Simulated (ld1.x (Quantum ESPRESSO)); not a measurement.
**What one change does to a pseudopotential (bismuth (Bi), TM semilocal)**

- Element: Bi
- Generator: ld1.x (Quantum ESPRESSO) 7.5
- Type: norm-conserving Troullier–Martins (semilocal form)
- Functional: PBE
- Relativity: scalar-relativistic
- Frozen core: [Xe] 4f14
- Valence charge: 15
- Reference configuration: 5d10 6s2 6p3
- Partial waves: 6s (bound): rc 1.60 bohr; 6p (bound): rc 2.05 bohr; 5d (bound): rc 1.10 bohr
- Local potential: the d channel
- Core correction: Bessel-smoothed model core, default radius (core density twice the valence density)

Change: wave 6p (bound): rc 2.05 bohr becomes 6p (bound): rc 1.54 bohr.

Cutoffs: the cutoffs (Ry, on a coarse ladder) from which the occupation-weighted sum of valence levels, in a spherical-Bessel basis at the reference potential, stays within 10 and 1 mRy of its value at 400 Ry; they do not see the model core or the augmentation charge, which bear on the density cutoff. Errors are all-electron minus pseudo energies relative to the spin-unpolarised reference configuration.

**Question.** How do hardness, ghosts and transferability respond?

**Answer.** The potential gets harder (90 Ry and 120 Ry → 120 Ry and 160 Ry); the number of tests that count goes from 7 to 5; of the 5 tests that both files solve, the error grows in 5 and shrinks in 0 by more than 15 % and 0.3 meV (median size 4.0 → 16.9 meV); neither file shows a bound ghost at the reference potential, the only one tested. A smaller radius makes the pseudo-wave follow the all-electron one further in, where it bends more sharply, so more plane waves are needed. That the errors move this way runs against the usual rule that smaller radii transfer better. A semilocal file is local in each channel, so a ghost entry of none says nothing of the separable form that plane-wave codes build from it.

| quantity | base | changed |
| --- | --- | --- |
| cutoff, loose | 90 Ry | 120 Ry |
| cutoff, tight | 120 Ry | 160 Ry |
| loose cutoff by channel (10 mRy a level) | s 30 Ry, p 8 Ry, d 45 Ry | s 30 Ry, p 100 Ry, d 45 Ry |
| bound ghosts | none | none |
| tests counted (converged, no solver errors) | 7 of 7 | 5 of 7 |
| error for 5d10 6s2 6p2, meV [ΔE 7.91 eV] | -2.5 | +14 |
| error for 5d10 6s2 6p1, meV [ΔE 23.16 eV] | -9.3 | +67 |
| error for 5d10 6s2 6p0, meV [ΔE 46.50 eV] | -33 | -63 |
| error for 5d10 6s1 6p4, meV [ΔE 10.08 eV] | -4.0 | -17 |
| error for 5d10 6s2 6p3.3, meV [ΔE -1.09 eV] | +0.6 | +1.4 |

Changed file: Tests not counted: 5d9 6s2 6p3 (solver errors, printed error -37.7 eV); 5d9 6s2 6p4 (solver errors, printed error -123 eV).
